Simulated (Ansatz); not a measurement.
The cluster Be₅S₄⁺. The state is a doublet with charge 1. Geometry PBE-D4/def2-SVP; atoms count from 1.

Cartesian coordinates in Å:
```
Be 1.298 -1.317 0.326
Be -0.372 0.578 -1.209
Be -0.656 -1.686 -0.629
Be -1.710 0.952 0.539
Be 1.068 1.010 1.214
S -2.263 -0.348 -0.787
S 1.901 -0.486 1.981
S 0.933 -0.892 -1.662
S -0.199 2.189 0.227
```

The structure comes from a short search, and lower isomers may exist.

Estimate the Mulliken populations from the PBE0/def2-TZVP orbitals of Ansatz.


```tsv
atom	charge (e)	spin (α − β)
Be1	0.17	0.25
Be2	0.41	0.07
Be3	0.07	0.57
Be4	0.20	0.00
Be5	0.18	0.01
S6	0.00	0.00
S7	-0.02	0.03
S8	-0.01	0.07
S9	0.00	0.00
```
Mulliken values depend strongly on the basis.

Where does the spin sit?

Summed by element: Be 0.90, S 0.10, of 1 unpaired in all. Largest on single atoms: Be3 0.57, Be1 0.25, Be2 0.07.

And the Mayer bond orders between heavy atoms (over 0.3)?

Be1–Be3 0.55 (2.21 Å); Be1–S7 1.12 (1.95 Å); Be1–S8 0.78 (2.07 Å); Be2–S6 0.60 (2.15 Å); Be2–S8 0.88 (2.02 Å); Be2–S9 0.60 (2.17 Å); Be3–S6 0.78 (2.10 Å); Be3–S8 0.87 (2.06 Å); Be4–S6 1.20 (1.94 Å); Be4–S9 1.07 (1.98 Å); Be5–S7 1.39 (1.88 Å); Be5–S9 0.95 (1.99 Å).
